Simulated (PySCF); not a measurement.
These 3 structures share the formula C9H15N. The calculation used PBE0-D3(BJ)/def2-SVP geometry optimisation, gas phase (PySCF 2.14.0). Energies are electronic, without zero-point or thermal terms, for one conformer each. No frequencies were run at this level. Point groups hold within 0.08 Å.

Problem. Order them by energy at this level, lowest first, and give relative energies in kcal/mol.
A. `[CH3:1][C@@H:2]1[CH2:3][CH2:4][CH2:5][CH2:6][CH2:7][C@H:8]1[C:9]#[N:10]` with C1–C2–C3–C4 150°, C2–C3–C4–C5 73°, C3–C4–C5–C6 -52°, C4–C5–C6–C7 68°
B. `[CH3:1][CH2:2][c:3]1[c:4]([CH3:5])[cH:6][cH:7][n:8]1[CH2:9][CH3:10]` with C1–C2–C3–C4 92°, C7–N8–C9–C10 87°
C. `[CH2:1]=[CH:2]/[CH:3]=[C:4]([CH3:5])/[CH:6]=[CH:7]/[N:8]([CH3:9])[CH3:10]` with C1–C2–C3–C4 180°, C3–C4–C6–C7 180°

Solution. B (0.0), A (6.9), C (42.8).

As drawn, the lowest has an aromatic ring, which the highest lacks; the highest has a C=C bond outside aromatic rings, which the lowest lacks.

```json
{"SMILES": "CCc1c(C)ccn1CC", "E (Eh)": "-405.98940", "E rel (kcal/mol)": "0.0", "dipole (D)": "2.01", "point group": "C1", "A, B, C (MHz)": "1649, 1180, 795.3"}
{"SMILES": "C[C@@H]1CCCCC[C@H]1C#N", "E (Eh)": "-405.97839", "E rel (kcal/mol)": "6.9", "dipole (D)": "4.06", "point group": "C1", "A, B, C (MHz)": "1775, 1139, 794.9"}
{"SMILES": "C=C/C=C(C)/C=C/N(C)C", "E (Eh)": "-405.92116", "E rel (kcal/mol)": "42.8", "dipole (D)": "3.64", "point group": "C1", "A, B, C (MHz)": "3613, 480.3, 428.7"}
```
